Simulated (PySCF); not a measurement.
**Mayer bond orders and bond lengths**

Compound: C5H11NSi2.
SMILES with atom numbers: `[N:1]#[C:2][CH2:3]/[CH:4]=[CH:5]\[CH2:6][SiH2:7][SiH3:8]` (hydrogens: H9, H10 on C3; H11 on C4; H12 on C5; H13, H14 on C6; H15, H16 on Si7; H17, H18, H19 on Si8)

Cartesian coordinates in Å at the GFN2-xTB level; atoms count from 1:
```xyz
19
C5H11NSi2 angstrom
N      4.2533    0.3771    0.6147
C      3.3700   -0.1137    0.0799
C      2.2365   -0.6968   -0.5959
C      1.3184    0.4013   -1.0729
C      0.3796    0.9687   -0.3277
C      0.0350    0.6113    1.0715
Si    -1.3537   -0.7164    1.1079
Si    -3.1814    0.0032   -0.1091
H      1.7225   -1.3628    0.1021
H      2.6024   -1.2846   -1.4419
H      1.4930    0.7465   -2.0818
H     -0.2333    1.7414   -0.7739
H     -0.3237    1.4996    1.5916
H      0.9118    0.2566    1.6119
H     -0.7707   -1.9597    0.5733
H     -1.6184   -0.9843    2.5283
H     -2.8488    0.2233   -1.5204
H     -4.2750   -0.9695   -0.0777
H     -3.7273    1.2680    0.3924
```

Bond orders from the PBE0/pcSseg-1 density (PySCF). Isolated species at its GFN2-xTB geometry (one conformer only).

Problem. Where do the orders between heavy atoms depart from those drawn in the SMILES?

Solution. The largest departure is 0.122, at C6–Si7 (drawn single, 0.878). Drawn single, order below 0.88: C6–Si7 (0.878).

Problem. Set the Mayer orders of the bonds between heavy atoms beside their lengths.

Solution. 
```csv
bond,drawn as,length (Å),Mayer order
N1–C2,triple,1.143,3.054
C2–C3,single,1.443,1.000
C3–C4,single,1.509,1.039
C4–C5,double,1.326,1.920
C5–C6,single,1.485,1.051
C6–Si7,single,1.922,0.878
Si7–Si8,single,2.311,0.920
```

Bonds between the same two heavy elements. C–C: lowest C2–C3 (1.000, 1.443 Å), highest C4–C5 (1.920, 1.326 Å); in 2 of the 6 pairs the longer bond (by over 0.003 Å) has the higher order (by 0.02 or more).

Problem. And the bonds to hydrogen?

Solution. C–H: 0.91 to 0.96 (6 bonds); H–Si: 0.93 to 0.94 (5 bonds).

Problem. Sum the orders of all bonds at each heavy atom with more than one neighbour and set the sums beside the valence in the SMILES.

Solution. C2 4.054 (drawn 4), C3 3.874 (drawn 4), C4 3.917 (drawn 4), C5 3.924 (drawn 4), C6 3.799 (drawn 4), Si7 3.660 (drawn 4), Si8 3.718 (drawn 4). Orders between atoms that aren't bonded are not in these sums.

Mayer orders depend on the basis set.
